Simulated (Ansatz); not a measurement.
Basis sets compared for BiF3. Total charge 0; singlet. Geometry PBE-D4/def2-TZVP. Ansatz on 4 threads of AMD EPYC 7R43 on a shared host; times are rough, and most runs start from earlier orbitals.

```xyz
4

Bi   -0.226    0.718   -0.173
F    -0.689   -0.828   -1.385
F    -0.819   -0.163    1.543
F     1.734    0.272    0.015
```

In the def2 sets Bi takes a core potential; there is no spin–orbit coupling.

Binding counts from free atoms (Bi quartet, F doublet) in the same basis, without a counterpoise term.

```
           level  functions  energy (Eh)  HOMO (eV)  LUMO (eV)  binding per atom (eV)  wall time
 PBE-D4/def2-SVP         68    -513.7421      -8.03      -2.20                   3.34      0.4 s
PBE0-D4/def2-SVP         68    -513.6989      -9.72      -1.56                   2.98      1.6 s
```

Problem. Estimate the rows for PBE-D4/def2-TZVP, PBE0-D4/def2-TZVP.

Solution. 
```
            level  functions  energy (Eh)  HOMO (eV)  LUMO (eV)  binding per atom (eV)  wall time
 PBE-D4/def2-TZVP        143    -514.1584      -8.56      -2.55                   3.50      0.7 s
PBE0-D4/def2-TZVP        143    -514.1104     -10.13      -1.86                   3.16     0.85 s
```
